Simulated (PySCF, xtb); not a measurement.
C4H4BNO, SMILES C#C[C@@H]1N=CB1O. Other conformers were not sampled.

Harmonic wavenumbers (cm⁻¹) from GFN2-xTB run with xtb at its own minimum, in rising order: 97, 125, 196, 296, 376, 463, 552, 606, 635, 639, 676, 782, 862, 892, 951, 1010, 1050, 1106, 1177, 1245, 1405, 1604, 2269, 2946, 3088, 3395, 3582.

Task: What does PBE-D3(BJ)/def2-SVP (PySCF 2.14.0) give at its own minimum? (The exact figures need the calculation; the answer reports its results.)

Result: 90, 124, 206, 330, 418, 494, 564, 588, 611, 646, 670, 792, 838, 893, 901, 1003, 1069, 1120, 1221, 1239, 1475, 1533, 2149, 3011, 3085, 3407, 3689. Paired by order, the mean absolute difference is 30 cm⁻¹ and the zero-point energies are 45.8 and 46.0 kcal/mol.
